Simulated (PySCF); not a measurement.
Computed properties of C4H10S, SMILES SC(C)(C)C

C₄H₁₀S, SMILES CC(C)(C)S. The structure is a stationary point at PBE0-D3(BJ)/def2-SVP. One conformer was computed; it need not be the lowest. All values are computed for the isolated molecule unless a solvent is named; none is compared with measurement here.

**Structure.** The optimised structure has Cs symmetry. All 39 harmonic modes at PBE0-D3(BJ)/def2-SVP (PySCF) are real, so it is a minimum. With heavy atoms numbered as in [CH3:1][C:2]([CH3:3])([CH3:4])[SH:5], the shortest bond between them is C1–C2 at 1.525 Å and the longest C2–S5 at 1.848 Å.

**Vibrations.** The strongest infrared lines (harmonic, unscaled, degenerate partners summed) lie at 1193 cm⁻¹ (39 km/mol, C 57 %, H 43 %), 3138 cm⁻¹ (33 km/mol, H 91 %, C 9 %), 3046 cm⁻¹ (27 km/mol, H 97 %). The softest mode is at 210 cm⁻¹ and the zero-point energy is 82.2 kcal/mol.

**Electronic structure.** CAM-B3LYP/def2-TZVP (PySCF) places the frontier levels at -8.06 and 1.32 eV, a gap of 9.38 eV, and gives a dipole moment of 1.66 D and a mean polarisability of 68.6 bohr³.

**Excitations.** TDA-CAM-B3LYP/def2-SVPD (PySCF) has S1 at 5.46 eV (227 nm, f = 0.005, weak); the most intense of the 10 singlets computed lies at 8.58 eV (f = 0.16). T1 (TDA) is at 4.99 eV, 0.47 eV under S1. No vertical singlet excitation falls in the visible range (under 3.1 eV).

**NMR.** GIAO shifts at KT2/pcSseg-1 (PySCF) (non-relativistic, atoms alike by connectivity averaged): ¹³C from 38.8 to 49.7 ppm against TMS; ¹H from 1.8 to 2.1 ppm against TMS.
